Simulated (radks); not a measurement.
Task: Method: non-relativistic Kohn-Sham, LDA (Slater exchange, Perdew-Wang correlation), spin-polarised, spherical densities, point nucleus; open shells are filled with parallel spins first (spin-orbit coupling, left out, can overturn this in heavy ions); computed with a radial shooting solver on a logarithmic mesh with Libxc functionals. Response by self-consistent Sternheimer equations with the Hartree and adiabatic LDA kernel. For heavy and open-shell atoms this level of theory can miss by tens of per cent. Estimate the static dipole polarisabilities of S ([Ne] 3s2 3p4) and I2+ ([Kr] 4d10 5s2 5p3) and the C6 coefficients of the three pairs.

Result: alpha = 21.22 and 14.31 bohr^3; C6 = 146.4 (S-S), 118.6 (S-I2+), 100.1 (I2+-I2+) hartree bohr^6.
